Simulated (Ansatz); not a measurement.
The same path of BClFH + H3P (8 atoms, charge 0, multiplicity 1) was run twice with different band settings. Lost on the way: B1–H2, P5–H8. Made: B1–P5, H2–H8.

Level of theory: RHF/def2-mTZVP in Ansatz.

Relaxed end points:

```xyz
8
Properties=species:S:1:pos:R:3
B 0.032 0.943 -0.320
H 0.108 1.295 0.797
F 1.086 0.552 -0.967
Cl -1.523 0.938 -1.147
P -0.168 -3.554 1.347
H -0.713 -3.145 0.117
H 1.102 -2.990 1.126
H -0.672 -2.467 2.085
```

```xyz
8
Properties=species:S:1:pos:R:3
B -0.045 -0.866 -0.628
H -0.136 1.097 3.000
F 0.985 -0.094 -0.435
Cl -1.389 -0.203 -1.570
P -0.143 -2.601 0.212
H -0.716 -3.310 -0.853
H 1.191 -2.989 0.005
H -0.494 0.538 3.307
```

Common settings: spring 5.0 eV/Å²; optimiser quadratic models (default); start path through a guess of the saddle point; force threshold 0.05 eV/Å; iteration limit 60; end points relaxed.

| run | movable images | climbing image |
| --- | --- | --- |
| 1 | 9 | yes |
| 2 | 2 | no |

(1) What does each run give, and how far can it be trusted?

Answers

(1) Run 1: converged after 31 iterations, highest image 2.988 eV above the first end. Neighbouring images differ by up to 2.1 eV, so the band resolves the path poorly. A vibrational analysis at the climbing image gives one clearly imaginary mode, 1556i cm⁻¹: a first-order saddle point.
Run 2: converged after 23 iterations, highest image 0.631 eV above the first end. No image climbed, so the highest image needn't sit at the top of the path. A band with more images between the same ends climbed to 2.99 eV, so this one has probably stepped over the top. So few images can step over the top or miss a turn of the path.
The orbitals stay closed-shell, which can raise the energy where a bond breaks towards radicals; this wasn't checked here.
